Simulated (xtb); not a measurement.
xtb input:

```bash
xtb mol.xyz --gfn 1 --sp --chrg 0 --uhf 0
```
mol.xyz:
```
7

O      1.72672343    -0.86871458    -0.67641087
C      1.18174872     0.10347818    -0.25439117
C     -0.31702514     0.12817975     0.11483282
F     -0.44622212     0.46472768     1.41214200
F     -0.91571287    -1.03781772    -0.08897633
F     -0.93666235     1.07162719    -0.61928171
H      1.68524708     1.07293467    -0.08631850
```

Problem. Which total energy does the run end on?

Solution. -24.85841 Eh (GFN1-xTB).
